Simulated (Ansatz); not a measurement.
Mulliken charges of Cl₂FGeH₄NSi (`F[SiH](Cl)[NH][GeH2][Cl]`) from r2SCAN/def2-TZVPP in Ansatz (PBE0-D4/def2-TZVP geometry).

```tsv
atom	x (Å)	y (Å)	z (Å)	charge (e)
F1	-1.477	-0.445	2.210	-0.302
Si2	-1.125	0.536	1.009	0.733
Cl3	0.334	1.778	1.703	-0.233
N4	-0.535	-0.297	-0.345	-0.437
Ge5	1.193	-0.640	-0.844	0.431
Cl6	1.913	0.970	-2.084	-0.319
H7	-2.355	1.282	0.698	-0.078
H8	-1.225	-0.591	-1.021	0.152
H9	1.195	-1.895	-1.720	0.014
H10	2.083	-0.699	0.394	0.040
```

Question: By hand: the dipole of these point charges (1 e Å = 4.8032 D).

Answer: Σ q r = (-0.221, -0.587, -0.091) e Å, of length 0.634 e Å = 3.05 D.

Question: How does the dipole of the full density compare? (An estimate is asked.)

Answer: The calculation gave: (-0.212, -0.361, -0.215) e Å, 2.26 D; the point charges give 1.35 times that, at 21° from its direction.

Point charges leave out the atoms' own dipoles, such as those of lone pairs, and Mulliken's split depends on the basis, so the two needn't agree.
